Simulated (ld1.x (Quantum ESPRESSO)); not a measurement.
**Building the PAW potential for mercury (Hg) (PBE, non-relativistic).**

The input file (ld1.x (Quantum ESPRESSO) 7.5):

```
&input
   title='Hg', zed=80., rel=0, dft='PBE', iswitch=3,
   config='[Xe] 4f14 5d10 6s1.5 6p0.5',
   nld=3, rlderiv=4.65, eminld=-3.0, emaxld=5.0, deld=0.02
 /
 &inputp
   pseudotype=3, lpaw=.true., tm=.true., lloc=-2, rcloc=2.55,
   nlcc=.true.,
   which_augfun='PSQ', rmatch_augfun_nc=.true.,
   file_pseudopw='Hg.UPF', file_wfcaegen='ae.wfc', file_wfcncgen='nc.wfc', file_beta='beta', file_chi='chi', file_wfcusgen='us.wfc'
 /
6
6S  1  0   1.50   0.00  2.20  2.85  0.0
6S  1  0   0.00   4.40  2.20  2.85  0.0
6P  2  1   0.50   0.00  3.45  4.30  0.0
6P  2  1   0.00   1.80  3.45  4.30  0.0
5D  3  2  10.00   0.00  2.10  2.30  0.0
5D  3  2   0.00   4.00  2.10  2.30  0.0
 &test
   configts(1)='5d10 6s1.5 6p0.5'
 /
```

Command:

```bash
ld1.x < Hg.in > Hg.out
```

The program printed (shortened: banner, matrices, multipoles, cross overlaps and the repeated all-electron block are left out):

```
Program LD1 v.7.5
     --------------------------- All-electron run ----------------------------

     Hg

     atomic number is 80.00
     dft =PBE   lsd =0 sic =0 latt =0  beta=0.20 tr2=1.0E-14
     Exchange-correlation= PBE
                           (   1   4   3   4   0   0   0)
     mesh =1279 r(mesh) =  98.78773 a.u. xmin = -7.00 dx = 0.01250
     1 Ry =  13.60569312 eV

     n l     nl                  e(Ry)          e(Ha)          e(eV)
     1 0     1S 1( 2.00)     -5513.9186     -2756.9593    -75020.6843
     2 0     2S 1( 2.00)      -923.1103      -461.5552    -12559.5559
     2 1     2P 1( 6.00)      -887.9692      -443.9846    -12081.4358
     3 0     3S 1( 2.00)      -217.3653      -108.6827     -2957.4060
     3 1     3P 1( 6.00)      -200.7484      -100.3742     -2731.3217
     4 0     4S 1( 2.00)       -46.5913       -23.2957      -633.9076
     4 1     4P 1( 6.00)       -39.3803       -19.6902      -535.7963
     3 2     3D 1(10.00)      -169.7447       -84.8724     -2309.4944
     5 0     5S 1( 2.00)        -6.8994        -3.4497       -93.8711
     5 1     5P 1( 6.00)        -4.5760        -2.2880       -62.2594
     4 2     4D 1(10.00)       -26.1055       -13.0527      -355.1831
     4 3     4F 1(14.00)        -8.2526        -4.1263      -112.2817
     5 2     5D 1(10.00)        -0.9550        -0.4775       -12.9939
     6 0     6S 1( 1.50)        -0.4306        -0.2153        -5.8582
     6 1     6P 1( 0.50)        -0.1282        -0.0641        -1.7445

     final scf error:  3.9E-15 reached in  27 iterations

     Etot =  -36825.350156 Ry,  -18412.675078 Ha, -501034.413365 eV

     Ekin =   36816.491200 Ry,   18408.245600 Ha,  500913.881131 eV
     Encl =  -87690.318870 Ry,  -43845.159435 Ha,-1193087.568401 eV
     Eh   =   14746.164946 Ry,    7373.082473 Ha,  200631.795000 eV
     Exc  =    -697.687432 Ry,    -348.843716 Ha,   -9492.521094 eV

     normalization and overlap integrals

     s(1S/1S) =  1.000000  <r> =   0.0189  <r2> =    0.0005  r(max) =   0.0125
     s(2S/2S) =  1.000000  <r> =   0.0797  <r2> =    0.0074  r(max) =   0.0684
     s(2P/2P) =  1.000000  <r> =   0.0673  <r2> =    0.0055  r(max) =   0.0526
     s(3S/3S) =  1.000000  <r> =   0.2008  <r2> =    0.0459  r(max) =   0.1860
     s(3P/3P) =  1.000000  <r> =   0.1912  <r2> =    0.0423  r(max) =   0.1747
     s(4S/4S) =  1.000000  <r> =   0.4411  <r2> =    0.2191  r(max) =   0.4139
     s(4P/4P) =  1.000000  <r> =   0.4447  <r2> =    0.2243  r(max) =   0.4139
     s(3D/3D) =  1.000000  <r> =   0.1669  <r2> =    0.0325  r(max) =   0.1378
     s(5S/5S) =  1.000000  <r> =   1.0006  <r2> =    1.1229  r(max) =   0.9098
     s(5P/5P) =  1.000000  <r> =   1.0845  <r2> =    1.3295  r(max) =   0.9685
     s(4D/4D) =  1.000000  <r> =   0.4515  <r2> =    0.2350  r(max) =   0.4037
     s(4F/4F) =  1.000000  <r> =   0.4714  <r2> =    0.2669  r(max) =   0.3608
     s(5D/5D) =  1.000000  <r> =   1.4538  <r2> =    2.5026  r(max) =   1.1537
     s(6S/6S) =  1.000000  <r> =   3.0660  <r2> =   10.8131  r(max) =   2.5042
     s(6P/6P) =  1.000000  <r> =   4.4778  <r2> =   23.9040  r(max) =   3.3803

     ------------------------ End of All-electron run ------------------------

     --------------------- Generating PAW atomic setup --------------------

      Generating local potential from pseudized AE potential:
      Matching radius rcloc =   2.5500
      Enforcing V''(0)=0 (lloc=-2)

      Local pseudo, rcloc= 2.568 Estimated cut-off energy=     4.96 Ry

      Computing core charge for nlcc:

       r > 0.96 : true rho core
       r < 0.96 : rho core = a sin(br)/r    a=  22.05  b=   2.52

      Integrated core pseudo-charge :  13.91
      Wfc-us  6S rcutus= 2.838  Estimated cut-off energy=     5.75 Ry
      Wfc-us  6S rcutus= 2.838  Estimated cut-off energy=    15.09 Ry
      Wfc-us  6P rcutus= 4.340  Estimated cut-off energy=     4.12 Ry
      Wfc-us  6P rcutus= 4.340  Estimated cut-off energy=     4.47 Ry
      Wfc-us  5D rcutus= 2.323  Estimated cut-off energy=    22.24 Ry
      Wfc-us  5D rcutus= 2.323  Estimated cut-off energy=    21.81 Ry

     Required augmentation: PSQ   radius:    4.300000

     Q pseudized with Bessel functions
     Expected ecutrho=      99.7808 due to l1=  2   l2=  2

     Estimated PAW energy = -762.734602 Ryd

     ------------------- End of pseudopotential generation -------------------

     Computing logarithmic derivative in   4.64942
     Computing logarithmic derivative in   4.64942
     Computing the partial wave expansion
     R is outside the sphere for l=    0 j= 0.00
     R is outside the sphere for l=    0 j= 0.00
     R is outside the sphere for l=    1 j= 0.00
     R is outside the sphere for l=    1 j= 0.00
     R is outside the sphere for l=    2 j= 0.00
     R is outside the sphere for l=    2 j= 0.00

     ---------------------- Testing the pseudopotential ----------------------

     Hg

     atomic number is 80.00   valence charge is 12.00
     dft = SLA  PW   PBX  PBC   lsd =0 sic =0 latt =0  beta=0.20 tr2=1.0E-14
     mesh =1279 r(mesh) =  98.78773 xmin = -7.00 dx = 0.01250

     n l     nl             e AE (Ry)        e PS (Ry)    De AE-PS (Ry)
     3 2     5D   1(10.00)       -0.95504       -0.95504        0.00000
     1 0     6S   1( 1.50)       -0.43057       -0.43057        0.00000
     2 1     6P   1( 0.50)       -0.12822       -0.12822        0.00000

     eps = 2.3E-22  iter =  1

     Etot =  -36825.350156 Ry,  -18412.675078 Ha, -501034.413365 eV
     Etotps =  -762.734602 Ry,    -381.367301 Ha,  -10377.532925 eV

     Ekin =     197.282613 Ry,      98.641306 Ha,    2684.166686 eV
     Encl =    -339.469327 Ry,    -169.734664 Ha,   -4618.715489 eV
     Ehrt =      77.139545 Ry,      38.569772 Ha,    1049.536972 eV
     Ecxc =    -697.687432 Ry,    -348.843716 Ha,   -9492.521094 eV
     (Ecc =     -25.576331 Ry,     -12.788166 Ha,    -347.983714 eV)

     ---------------------- End of pseudopotential test ----------------------
```

Generation and configuration tests took about 3.1 s on one core of a shared server CPU.
